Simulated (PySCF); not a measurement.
Species: C7H5FO.
SMILES with atom numbers: `[O:1]=[C:2]([F:3])[c:4]1[cH:5][cH:6][cH:7][cH:8][cH:9]1` (hydrogens: H10 on C5; H11 on C6; H12 on C7; H13 on C8; H14 on C9)

Level of theory: PBE0-D3(BJ)/def2-SVP geometry optimisation, gas phase in PySCF 2.14.0.

**Question.** Give the optimised bond lengths and angles.

**Answer.** 
| bond | length (Å) | order |
| --- | --- | --- |
| O1=C2 | 1.186 | double |
| C2–F3 | 1.343 | single |
| C2–C4 | 1.477 | single |
| C4–C5, C4–C9 | 1.400 | aromatic |
| C5–C6, C8–C9 | 1.391 | aromatic |
| C6–C7, C7–C8 | 1.395 | aromatic |
| C5–H10, C9–H14 | 1.091 | single |
| C6–H11, C8–H13 | 1.092 | single |
| C7–H12 | 1.093 | single |

Bonds in one row agree within 0.01 Å and their mean is given. Orders are formal, as drawn. A selection of angles:
| angle | degrees |
| --- | --- |
| O1–C2–F3 | 120.4 |
| O1–C2–C4 | 127.2 |
| F3–C2–C4 | 112.4 |
| C2–C4–C5 | 122.0 |
| C2–C4–C9 | 117.8 |
| C5–C4–C9 | 120.2 |
| C4–C5–C6 | 119.7 |
| C4–C5–H10 | 119.6 |
| C6–C5–H10 | 120.8 |
| C5–C6–C7 | 120.0 |
| C5–C6–H11 | 119.9 |
| C7–C6–H11 | 120.1 |
| C6–C7–C8 | 120.3 |
| C6–C7–H12 | 119.8 |

Dihedral angles: O1–C2–C4–C5 180° (antiperiplanar).

The 9 heavy atoms lie in one plane (0.001 Å rms). Of the pairs four or more bonds apart, F3···H10 is among the closest relative to their van der Waals radii: 2.39 Å, 89 % of the sum of Bondi's values. The 7 C–C bonds span 1.390 Å (C8–C9, aromatic) to 1.477 Å (C2–C4, drawn single), a spread of 0.087 Å. The 6-membered ring C4–C5–C6–C7–C8–C9 has internal angles of 119.7° to 120.3°; it is planar, 0.00 Å rms from its mean plane, widest ring torsion 0°.

Point group: Cs (tolerance 0.08 Å). No PBE0-D3(BJ)/def2-SVP frequencies stand behind this structure, so it isn't proved a minimum. The numbers are those of one conformer.

Hardware: Arm Neoverse V2, one thread, no GPU, on a shared host. Cost: 88 s of wall time. This is the geometry optimisation.
